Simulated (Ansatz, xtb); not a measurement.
## ClFHOSi2: which of two structures lies lower

Structure a: a doublet given by its coordinates. Structure b: `F[Si]O[SiH]Cl`, a doublet. Both are isolated molecules in the gas phase, relaxed with PBE0-D3(BJ)/def2-SVP; the shapes shown needn't be the lowest conformers.

a (Å):

```xyz
6

Cl   -0.1850   -1.9654   -0.7786
F     0.9711    0.6643   -1.4849
O    -0.7576    0.7282    0.4948
Si    0.4710   -0.1251   -0.1750
Si   -2.3922    0.9468    0.8173
H     1.5916   -0.2531    0.7703
```

Close contacts (Å): Cl1–Si4 2.04, F2–Si4 1.61, O3–Si4 1.64, O3–Si5 1.68, Si4–H6 1.47.

b (Å):

```xyz
6

Cl    4.2590   -0.8005    0.3846
F    -0.7285    0.1494    2.2155
O     1.7384    0.3119    1.6535
Si    0.6075    0.9846    2.6677
Si    2.1952   -0.7809    0.4805
H     1.6739   -0.3079   -0.8420
```

Quicker runs give these differences E(b) − E(a): GFN2-xTB +45.2 kJ/mol; HF/STO-3G −21.3 kJ/mol (at GFN2-xTB geometries); r2SCAN-D4/def2-SVP +26.0 kJ/mol (at GFN2-xTB geometries).

Task: Estimate E(b) − E(a) at the level CCSD(T)/def2-SVP.

Result: Calculated at CCSD(T)/def2-SVP: E(b) − E(a) = +38.1 kJ/mol, so structure a lies lower.

Level by level:

```tsv
level	geometry	E(b) − E(a) (kJ/mol)	departure from the last row (kJ/mol)	job, with rough time for the two
GFN2-xTB	GFN2-xTB	+45.2	+7.2	optimisation, 0.26 s
HF/STO-3G	GFN2-xTB	−21.3	−59.3	single point, 0.66 s
r2SCAN-D4/def2-SVP	GFN2-xTB	+26.0	−12.1	single point, 7.3 s
PBE0-D3(BJ)/def2-SVP	PBE0-D3(BJ)/def2-SVP	+26.6	−11.5	optimisation, 2.2 min
HF/def2-SVP	PBE0-D3(BJ)/def2-SVP	+47.6	+9.5	part of the CCSD(T) run
MP2/def2-SVP	PBE0-D3(BJ)/def2-SVP	+38.0	−0.1	part of the CCSD(T) run
CCSD(T)/def2-SVP	PBE0-D3(BJ)/def2-SVP	+38.1		single point, 18 s
```

HF/STO-3G puts the two in the other order. The largest departure from CCSD(T)/def2-SVP is that of HF/STO-3G, 59.3 kJ/mol.

With harmonic frequencies from PBE0-D3(BJ)/def2-SVP (ideal gas, rigid rotor, one conformer each, 298.15 K, 1 atm): on the last row, ΔE + ΔZPE = +33.5 kJ/mol. A mode under 50 cm⁻¹ makes harmonic enthalpies and free energies unreliable, so none is given.

Open shells are spin-unrestricted. The correlated steps freeze 17 core orbitals. Run with Ansatz 0.2.0, xtb 6.7.1; the last row on 2 threads of Intel(R) Xeon(R) 6975P-C (Granite Rapids) on a shared host.
